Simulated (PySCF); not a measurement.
H$_{8}$NSi$_{2}$ (SMILES [SiH3][NH2+][SiH3]), charge +1, singlet, geometry from GFN2-xTB; LC-WPBE/6-31G, TDDFT (PySCF).

Input for PySCF:
```python
from pyscf import gto, scf, dft, tdscf

mol = gto.Mole()
mol.atom = '''
    Si    1.546008    0.583151   -0.002449
    N     0.167155   -0.703403   -0.131947
    Si   -1.639744   -0.188703    0.076441
    H     2.733442   -0.232166   -0.221359
    H     1.190630    1.493892   -1.079742
    H     1.352102    1.076021    1.352462
    H     0.361785   -1.437156    0.548635
    H     0.256534   -1.164780   -1.036718
    H    -1.791134    0.771461   -1.005904
    H    -1.629662    0.353589    1.426300
    H    -2.331482   -1.459312   -0.095936
'''
mol.basis = '6-31g'
mol.charge = 1
mol.spin = 0
mol.verbose = 4
mol.build()

mf = dft.RKS(mol)
mf.xc = 'lc_wpbe'
mf.kernel()
td = mf.TDDFT()
td.nstates = 5
td.kernel()
td.analyze()
```

It wrote (shortened):

```
PySCF version 2.14.0

[INPUT] verbose = 4
[INPUT] num. atoms = 11
[INPUT] num. electrons = 42
[INPUT] charge = 1
[INPUT] spin (= nelec alpha-beta = 2S) = 0
[INPUT] symmetry False subgroup None
[INPUT] Mole.unit = angstrom
[INPUT] Symbol           X                Y                Z      unit          X                Y                Z       unit  Magmom
[...]
nuclear repulsion = 161.935420026772
number of shells = 35
number of NR pGTOs = 146
number of NR cGTOs = 51
basis = 6-31g
ecp = {}

******** <class 'pyscf.dft.rks.RKS'> ********
method = RKS
initial guess = minao
damping factor = 0
level_shift factor = 0
DIIS = <class 'pyscf.scf.diis.CDIIS'>
diis_start_cycle = 1
diis_space = 8
diis_damp = 0
SCF conv_tol = 1e-09
SCF conv_tol_grad = None
SCF max_cycles = 50
direct_scf = True
direct_scf_tol = 1e-13
XC library pyscf.dft.libxc version 7.1.2
    S. Lehtola, C. Steigemann, M. J. T. Oliveira, and M. A. L. Marques,  SoftwareX 7, 1–5 (2018)
XC functionals = lc_wpbe
    O. A. Vydrov and G. E. Scuseria,  J. Chem. Phys. 125, 234109 (2006)
radial grids:
    Treutler-Ahlrichs [JCP 102, 346 (1995); DOI:10.1063/1.469408] (M4) radial grids

becke partition: Becke, JCP 88, 2547 (1988); DOI:10.1063/1.454033
pruning grids: <function nwchem_prune>
grids dens level: 3
symmetrized grids: False
atomic radii adjust function: <function treutler_atomic_radii_adjust>
small_rho_cutoff = 0
Set gradient conv threshold to 3.16228e-05
Initial guess from minao.
tot grids = 130728
init E= -638.112039511816
[...]
cycle= 1 E= -637.934671664084  delta_E= 0.177  |g|= 0.275  |ddm|= 2.53
[...]
cycle= 2 E= -637.972019752395  delta_E= -0.0373  |g|= 0.0836  |ddm|= 0.644
[...]
cycle= 3 E= -637.973566639281  delta_E= -0.00155  |g|= 0.0474  |ddm|= 0.119
[...]
cycle= 4 E= -637.97406651609  delta_E= -0.0005  |g|= 0.0119  |ddm|= 0.0419
[...]
cycle= 5 E= -637.974102301238  delta_E= -3.58e-05  |g|= 0.000998  |ddm|= 0.0153
[...]
cycle= 6 E= -637.974102841612  delta_E= -5.4e-07  |g|= 8.84e-05  |ddm|= 0.00345
[...]
cycle= 7 E= -637.974102847301  delta_E= -5.69e-09  |g|= 1.47e-05  |ddm|= 0.000331
[...]
cycle= 8 E= -637.974102847499  delta_E= -1.99e-10  |g|= 2.21e-06  |ddm|= 5.31e-05
[...]
Extra cycle  E= -637.974102847506  delta_E= -6.82e-12  |g|= 7.32e-07  |ddm|= 6.33e-06
converged SCF energy = -637.974102847506

******** <class 'pyscf.tdscf.rks.TDDFT'> for <class 'pyscf.dft.rks.RKS'> ********
nstates = 5 singlet
deg_eia_thresh = 1.000e-03
wfnsym = None
conv_tol = 1e-05
eigh lindep = 1e-12
eigh level_shift = 0
eigh max_cycle = 100

Excitation energies (eV)
[ 8.83540098  9.05227152  9.0528117   9.19944485 10.5698188 ]

** Singlet excitation energies and oscillator strengths **
Excited State   1:      8.83540 eV    140.33 nm  f=0.0092
      20 -> 23        0.28013
      21 -> 22       -0.63926
Excited State   2:      9.05227 eV    136.96 nm  f=0.0037
      20 -> 22       -0.62387
      21 -> 23        0.30783
Excited State   3:      9.05281 eV    136.96 nm  f=0.0000
      18 -> 23       -0.29574
      19 -> 22        0.63163
Excited State   4:      9.19944 eV    134.77 nm  f=0.0187
      18 -> 22       -0.62797
      19 -> 23        0.30069
Excited State   5:     10.56982 eV    117.30 nm  f=0.6048
      17 -> 22        0.64210
      20 -> 23       -0.20246
      21 -> 22       -0.12157

** Transition electric dipole moments (AU) **
state          X           Y           Z        Dip. S.      Osc.
  1        -0.1999     -0.0484      0.0049      0.0423      0.0092
  2        -0.0295      0.1243      0.0233      0.0169      0.0037
  3         0.0005     -0.0019     -0.0003      0.0000      0.0000
  4         0.0188     -0.0487      0.2833      0.0830      0.0187
  5        -1.4848     -0.3598      0.0368      2.3354      0.6048

** Transition velocity dipole moments (imaginary part, AU) **
state          X           Y           Z        Dip. S.      Osc.
  1        -0.0724     -0.0175      0.0018      0.0056      0.0114
  2        -0.0050      0.0210      0.0039      0.0005      0.0010
  3         0.0001     -0.0003     -0.0001      0.0000      0.0000
  4         0.0052     -0.0134      0.0780      0.0063      0.0124
  5        -0.5361     -0.1299      0.0133      0.3045      0.5225

** Transition magnetic dipole moments (imaginary part, AU) **
state          X           Y           Z
  1         0.1408     -0.3642      2.1202
  2        -0.0067      0.0281      0.0053
  3        -0.4385      1.8449      0.3460
  4        -0.9256     -0.2244      0.0230
  5         0.0224     -0.0579      0.3370
```
